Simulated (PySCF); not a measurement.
C₆ coefficients of unlike pairs at PBE

Calculated with PySCF 2.14 from the dipole response of each species, C₆(A,B) = (3/π) ∫ α_A(iu) α_B(iu) du, in atomic units, from isotropic polarisabilities. For ions this is the dispersion term alone; charge-induced terms of lower order in 1/R come first.

```
species                configuration                                                                                              basis      relativity  α (bohr³)  C₆ (like pair)
      V            [Ar] 3d3 4s2 (4F)                   aug-cc-pVTZ with one added diffuse shell each of s, p, d, f, g type (9s8p6d4f3g)            none      93.56            1013
      F            [He] 2s2 2p5 (2P)                                                                             aug-cc-pVTZ (5s4p3d2f)            none      3.741           10.24
     Ba                [Xe] 6s2 (1S)                       x2c-TZVPPall with one added diffuse shell each of s, p, d type (12s8p7d2f1g)   spin-free X2C      265.2            5151
     Pb  [Xe] 4f14 5d10 6s2 6p2 (3P)  aug-cc-pVQZ-PP with one added diffuse shell each of s, p, d, f, g type with ECP60MDF (8s8p6d4f3g)  core potential      70.04           814.6
```

Question: Estimate C₆ for Pb with F.

Answer: The integral gives 77.16. The combination rule 2 C_A C_B / (C_A α_B/α_A + C_B α_A/α_B) gives 70.92 and the geometric mean 91.33.

No spin-orbit coupling is included, so Pb, close to jj coupling, stand for model states.

The other pairs:

| pair | C₆ |
| --- | --- |
| Pb, Ba | 1896 |
| F, V | 74.66 |
| Ba, V | 2232 |
| Pb, V | 890.4 |
| Ba, F | 145.6 |
